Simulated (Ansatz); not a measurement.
CH4BrClSi, SMILES `[SiH3]C(Cl)Br`. The species carries charge 0 and has multiplicity 1. The structure was optimised at the PBE0-D4/def2-TZVP level.

```xyz
8

Si   -0.055    0.870   -0.462
C     0.216   -0.777    0.435
Cl   -0.276   -0.630    2.128
Br   -0.783   -2.164   -0.493
H     0.407    0.722   -1.864
H    -1.499    1.185   -0.406
H     0.742    1.912    0.233
H     1.249   -1.116    0.429
```

Problem. What is the dipole moment at ωB97M-V/def2-TZVPP? (An estimate is asked.)

Solution. Ansatz gave: 1.49 D, with components (1.07, 0.84, -0.61) D in this frame, pointing from negative to positive charge.

Problem. And with PBE, r2SCAN, B3LYP? (Best estimate.)

Solution. Computed: PBE 1.36 D, r2SCAN 1.50 D, B3LYP 1.48 D.

Problem. Give the Mulliken charges with ωB97M-V, B3LYP, r2SCAN in def2-TZVPP. (Estimate.)

Solution. Ansatz gave: 
```csv
atom,ωB97M-V,B3LYP,r2SCAN
Si1,0.14,0.25,0.26
C2,-0.18,-0.08,-0.03
Cl3,-0.07,-0.11,-0.11
Br4,-0.07,-0.09,-0.10
H5,-0.01,-0.05,-0.05
H6,0.01,-0.03,-0.04
H7,-0.01,-0.05,-0.05
H8,0.18,0.16,0.13
```

B3LYP here is the variant with VWN-RPA as its local correlation; programs differ in this.
